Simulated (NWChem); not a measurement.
System: BH2Cl; SMILES BCl

Parts of the log:

```
             Northwest Computational Chemistry Package (NWChem) 7.3.0
             --------------------------------------------------------

                             Geometry "geometry" -> ""
                             -------------------------

 Output coordinates in angstroms (scale by  1.889725989 to convert to a.u.)

  No.       Tag          Charge          X              Y              Z
 ---- ---------------- ---------- -------------- -------------- --------------
    1 B                    5.0000     0.00000000     0.00000000     1.15669300
    2 H                    1.0000     0.00000000    -1.04946500     1.71770900
    3 H                    1.0000     0.00000000     1.04946500     1.71770900
    4 Cl                  17.0000     0.00000000     0.00000000    -0.57638600

 Effective nuclear repulsion energy (a.u.)      37.7847277512

                                 NWChem DFT Module
                                 -----------------

 Summary of "ao basis" -> "ao basis" (spherical)
 ------------------------------------------------------------------------------
       Tag                 Description            Shells   Functions and Types
 ---------------- ------------------------------  ------  ---------------------
 B                          def2-svp                 6       14   3s2p1d
 H                          def2-svp                 3        5   2s1p
 Cl                         def2-svp                 8       18   4s3p1d

            General Information
            -------------------
          SCF calculation type: DFT
          Wavefunction type:  closed shell.
          No. of atoms     :     4
          No. of electrons :    24
           Alpha electrons :    12
            Beta electrons :    12
          Charge           :     0
          Spin multiplicity:     1
          Use of symmetry is: off; symmetry adaption is: off
          Maximum number of iterations: 150
          AO basis - number of functions:    42
                     number of shells:    20
          Convergence on energy requested:  1.00D-06
          Convergence on density requested:  1.00D-05
          Convergence on gradient requested:  5.00D-04

              XC Information
              --------------
                         B3LYP Method XC Potential
                     Hartree-Fock (Exact) Exchange  0.200
                        Slater Exchange Functional  0.800 local
                    Becke 1988 Exchange Functional  0.720 non-local
              Lee-Yang-Parr Correlation Functional  0.810
                  VWN I RPA Correlation Functional  0.190 local

             Grid Information
             ----------------
          Grid used for XC integration:  medium
          Radial quadrature: Mura-Knowles
          Angular quadrature: Lebedev.
          Tag              B.-S. Rad. Rad. Pts. Rad. Cut. Ang. Pts.
          ---              ---------- --------- --------- ---------
          B                   0.85       49           7.0       434
          H                   0.35       45           8.0       434
          Cl                  1.00       88           8.0       590
          Grid pruning is: on
          Number of quadrature shells:   227
          Spatial weights used:  Erf1

      Superposition of Atomic Density Guess
      -------------------------------------

 Sum of atomic energies:        -484.82607188

      Non-variational initial energy
      ------------------------------

 Total energy =    -485.356238
 1-e energy   =    -743.013793
 2-e energy   =     219.872827
 HOMO         =      -0.354054
 LUMO         =      -0.015941

     ---------------------------------------------
      Total Density - Mulliken Population Analysis
     ---------------------------------------------

    Atom       Charge   Shell Charges
 -----------   ------   -------------------------------------------------------
    1 B    5     4.63   1.99  0.89  0.23  1.12  0.35  0.05
    2 H    1     1.07   0.73  0.33  0.01
    3 H    1     1.07   0.73  0.33  0.01
    4 Cl  17    17.22   2.00  1.99  1.22  0.70  5.94  2.16  3.19  0.02

   convergence    iter        energy       DeltaE   RMS-Dens  Diis-err
 ---------------- ----- ----------------- --------- --------- ---------
 d= 0,ls=0.0,diis     1   -486.0913625531 -5.24D+02  1.54D-02  2.11D-01
 d= 0,ls=0.0,diis     2   -486.0955743992 -4.21D-03  1.01D-02  1.51D-01
 d= 0,ls=0.0,diis     3   -486.1179011076 -2.23D-02  3.19D-03  1.64D-02
 d= 0,ls=0.0,diis     4   -486.1203646683 -2.46D-03  6.09D-04  4.99D-04
 d= 0,ls=0.0,diis     5   -486.1204308587 -6.62D-05  4.70D-05  4.93D-06
 d= 0,ls=0.0,diis     6   -486.1204315365 -6.78D-07  1.11D-05  3.71D-07
 d= 0,ls=0.0,diis     7   -486.1204315925 -5.60D-08  1.84D-06  1.43D-09

         Total DFT energy =     -486.120431592545
      One electron energy =     -744.182184826486
           Coulomb energy =      253.335977353018
    Exchange-Corr. energy =      -33.058951870315
 Nuclear repulsion energy =       37.784727751238

 Numeric. integr. density =       23.999998654210

                       DFT Final Molecular Orbital Analysis
                       ------------------------------------

 Vector   10  Occ=2.000000D+00  E=-4.005017D-01
              MO Center= -2.0D-10, -1.3D-08,  4.9D-01, r^2= 2.4D+00
   Bfn.  Coefficient  Atom+Function         Bfn.  Coefficient  Atom+Function
  ----- ------------  ---------------      ----- ------------  ---------------
    37      0.377936  4 Cl pz                 6      0.372264  1 B  pz
    34      0.356058  4 Cl pz                31      0.205868  4 Cl pz
    15     -0.190026  2 H  s                 20     -0.190026  3 H  s
    28     -0.140616  4 Cl s                  2     -0.088635  1 B  s
    16     -0.076251  2 H  s                 21     -0.076251  3 H  s

 Vector   11  Occ=2.000000D+00  E=-3.578163D-01
              MO Center= -1.2D-09, -9.2D-13, -3.8D-01, r^2= 1.3D+00
   Bfn.  Coefficient  Atom+Function         Bfn.  Coefficient  Atom+Function
  ----- ------------  ---------------      ----- ------------  ---------------
    35      0.584850  4 Cl px                32      0.456704  4 Cl px
    29      0.264493  4 Cl px                 4     -0.166885  1 B  px
     7      0.101063  1 B  px                41     -0.030014  4 Cl d  1
    13      0.029021  1 B  d  1

 Vector   12  Occ=2.000000D+00  E=-3.025824D-01
              MO Center=  7.0D-11, -9.4D-10,  1.5D-01, r^2= 2.4D+00
   Bfn.  Coefficient  Atom+Function         Bfn.  Coefficient  Atom+Function
  ----- ------------  ---------------      ----- ------------  ---------------
    36      0.547949  4 Cl py                33      0.415789  4 Cl py
    30      0.238007  4 Cl py                 5      0.234566  1 B  py
    15      0.214494  2 H  s                 20     -0.214494  3 H  s
    16      0.211251  2 H  s                 21     -0.211251  3 H  s
     8      0.057357  1 B  py                11     -0.030792  1 B  d -1

 Vector   13  Occ=0.000000D+00  E=-6.703580D-02
              MO Center= -1.2D-08,  5.6D-11,  9.8D-01, r^2= 2.3D+00
   Bfn.  Coefficient  Atom+Function         Bfn.  Coefficient  Atom+Function
  ----- ------------  ---------------      ----- ------------  ---------------
     7     -0.576736  1 B  px                 4      0.561167  1 B  px
    35      0.380458  4 Cl px                32      0.193194  4 Cl px
    29      0.112064  4 Cl px                41      0.068661  4 Cl d  1

 Vector   14  Occ=0.000000D+00  E= 1.045723D-01
              MO Center=  3.3D-09, -5.7D-10,  8.7D-01, r^2= 3.7D+00
   Bfn.  Coefficient  Atom+Function         Bfn.  Coefficient  Atom+Function
  ----- ------------  ---------------      ----- ------------  ---------------
     9      1.394727  1 B  pz                28      1.172566  4 Cl s
     3     -0.915677  1 B  s                 37      0.764751  4 Cl pz
     6     -0.309773  1 B  pz                27      0.282562  4 Cl s
    26     -0.212860  4 Cl s                 34      0.171586  4 Cl pz
     2     -0.131271  1 B  s                 31      0.109241  4 Cl pz

[...]

                     NWChem Electrostatic Potential Fit Module
                     -----------------------------------------

 Atom parameters

 Number of atoms is                                    4
 Number of basis functions is                         42

 Grid parameters

 Maximum number of grid points is                  23495
 Number of grid points is                          23494
 Grid range                                     0.300000 nm
 Grid spacing                                   0.020000 nm
 Probe radius                                   0.070000 nm
 Atom radius factor                             1.000000

 Atomic radii

    1    0.100000
    5    0.158000
   17    0.169000
 FASTESP  F
  using M.O. file = ./job.movecs

    Atom              Coordinates                           Charge

                                                  ESP

    1 B     0.000000    0.000000    0.115669    0.331980
    2 H     0.000000   -0.104947    0.171771   -0.102247
    3 H     0.000000    0.104947    0.171771   -0.103978
    4 Cl    0.000000    0.000000   -0.057639   -0.125755
                                            ------------
                                                0.000000

 Dipole moment                                  0.193251

 Quadrupole moment Qxx                          2.279230
                   Qyy                         -0.153963
                   Qzz                         -2.125267

 RMS deviation kJ/mol                           0.084708

 RRMS %                                        67.892407
```

Level: B3LYP/def2-SVP. Geometry: optimised at PBE0-D3(BJ)/def2-TZVP. B3LYP is NWChem's, with the RPA form of VWN correlation.

Q: Write an input that gives this output.

A: This is not unique; one that fits is the input that was run:
```
start job
memory heap 200 mb stack 900 mb global 1100 mb
geometry units angstroms noautosym nocenter noautoz
  B      0.000000     0.000000     1.156693
  H      0.000000    -1.049465     1.717709
  H      0.000000     1.049465     1.717709
  Cl     0.000000     0.000000    -0.576386
end
basis spherical
  * library def2-svp
end
dft
  xc b3lyp
  iterations 150
  mulliken
end
task dft energy
esp
  recalculate
  probe 0.07
  range 0.3
  factor 1.0
  spacing 0.02
end
task esp
```
